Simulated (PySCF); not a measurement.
## How methods differ on the excitation energy of Ce²⁺

Ce²⁺ [Xe] 4f2 (high-spin determinant) → Ce²⁺ [Xe] 4f1 5d1 (high-spin determinant), as a difference of total energies. All numbers are calculated (PySCF 2.14, scalar relativity by spin-free X2C-1e, in cc-pVDZ-X2C (8s7p5d3f1g, 84 functions)). Correlated levels: valence: [Kr] 4d10 frozen. The calculations carry no spin-orbit coupling.

| method | excitation energy (cm⁻¹) |
| --- | --- |
| UHF | -4743.2 |
| MP2 (valence) | -1291.8 |
| SCS-MP2 (valence) | -2264.4 |
| CCSD (valence) | -1706.7 |
| CCSD(T) (valence) | -1435.3 |

Question: How much does correlation contribute at CCSD(T) (valence)?

Answer: -1435.3 − (-4743.2) = 3307.9 cm⁻¹, measured against UHF.

A first-order spin-orbit estimate (lowest level to lowest level, LS coupling) adds -0.033 eV.

The determinant of the lower state and of the upper state mixes LS terms, which raises its energy above the lowest term, most at the Hartree-Fock and MP2 levels.
